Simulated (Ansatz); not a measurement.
Breaking the Mg1–H2 bond in H2MgSe (SMILES [MgH][SeH]) (multiplicity 1 held, fragments rigid). Energies count from the point at 1.689 Å.
Geometry at that point (charge 0, multiplicity 1):
```xyz
4

Mg    -0.90985    -0.79864    -1.24962
H     -1.79245    -1.57753    -2.46094
Se     0.35585     0.35574     0.47967
H      0.61176    -0.93386     1.14759
```

Unrestricted levels (U-) break spin symmetry where that is lower. Active spaces are followed from a long bond inwards. Curves can end on different states.

Cores are frozen in the correlated methods. Filled d and f shells under p-block atoms count as core.

Codes used: Ansatz (Gaussian orbitals). Values without a source in brackets are computed.

Energies in kJ/mol.

```tsv
R (Å)	U-r2SCAN/def2-TZVPPD	U-B3LYP/def2-TZVPPD	CASSCF(2,2)/def2-TZVPPD	FIC-MRCISD+Q on CASSCF(2,2)/def2-TZVPPD
1.351	86	83	93	88
1.520	18	16	21	18
1.689	0	0	0	0
1.858	10	11	6	10
2.027	35	36	27	34
2.280	84	86	69	82
2.534	136	138	113	132
2.956	206	215	175	203
3.378	242	258	216	250
3.885	265	282	240	278
4.560	279	292	251	291
5.405	283	295	253	294
```

Doubts at one or more of the structures used: a spin-contaminated determinant (U-r2SCAN/def2-TZVPPD, U-B3LYP/def2-TZVPPD).

Ansatz is a quantum-chemistry and plane-wave program.
